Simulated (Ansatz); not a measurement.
Gas-phase electronic energies from Ansatz, PBE0-D4/def2-TZVP geometries. CBS: MP2 limit from def2 TZ/QZ plus the TZ coupled-cluster correction, frozen cores. DFT in def2-TZVPP. Each species was taken in one conformer, which may not be the lowest.

Reaction (formal exchange of groups at a C–C bond): `C=C=C(F)CC` + `CS[SiH]` → `CC[Si]SC` + `C=C=CF`

| level | ΔE (kcal/mol) | difference from CCSD(T)/CBS |
| --- | --- | --- |
| PBE0-D4 | 2.4 | 0.3 |
| ωB97M-V | 2.3 | 0.2 |
| B2PLYP | 3.0 | 0.9 |
| PBE | 2.9 | 0.8 |
| r2SCAN | 2.8 | 0.7 |
| PBE0 | 3.4 | 1.3 |
| HF/def2-TZVPP | 5.1 | 3.0 |
| MP2/def2-QZVPP | 1.9 | -0.2 |
| SCS-MP2/def2-QZVPP | 2.5 | 0.4 |
| CCSD/CBS(def2) | 2.5 | 0.4 |
| CCSD(T)/CBS | 2.1 | 0 |

Largest T1 diagnostic among the species: 0.016.

The D4 term adds −1.7 kcal/mol with B3LYP and −1.0 kcal/mol with PBE0; it sums over pairs of atoms, weighted by their polarisabilities, and B3LYP, whose exchange is more repulsive, gets the larger term. In def2-TZVPP, CCSD(T) changes the Hartree–Fock value by −2.6 kcal/mol (the triples alone add −0.4 kcal/mol) and MP2 by −2.9 kcal/mol.

B3LYP here is the variant with VWN-RPA as its local correlation; programs differ in this.
